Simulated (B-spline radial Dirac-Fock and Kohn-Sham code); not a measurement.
ΔSCF core binding energies without Breit or QED terms, calculated with a radial atomic solver.

A sound run for Fe³⁺, configuration [Ar] 3d5: The ground state converged in 10 iterations, with total energy -1269.42578 Ha, virial ratio 1.98562 and highest orbital energy -53.36 eV. ΔSCF binding energies: K (1s) 7178.0 eV, L3 (2p3/2) 765.8 eV. Holes are computed only in closed shells, and unreliable hole states are left out.

A second run, with one unsound setting: The ground state converged in 10 iterations, with total energy -1269.32330 Ha, virial ratio 1.98562 and highest orbital energy -53.40 eV. ΔSCF binding energies: K (1s) 7177.8 eV, L3 (2p3/2) 765.8 eV. Holes are computed only in closed shells, and unreliable hole states are left out.

```
iter   energy (Ha)        error
   1    -1255.77232539  9.67e-01
   2    -1265.20595644  6.08e-01
   3    -1268.94376809  1.59e-01
   4    -1269.30056468  3.99e-02
   5    -1269.31561500  2.37e-02
   6    -1269.32324679  2.49e-03
   7    -1269.32329580  2.64e-04
   8    -1269.32329624  4.93e-05
   9    -1269.32329626  1.61e-06
  10    -1269.32329626  2.08e-08
```

Task: Which fault fits the second run best?
A. damping too heavy
B. too few iterations
C. spline order too low
D. functional not served

Result: C. The input had order = 3: order is too low for an accurate radial basis.
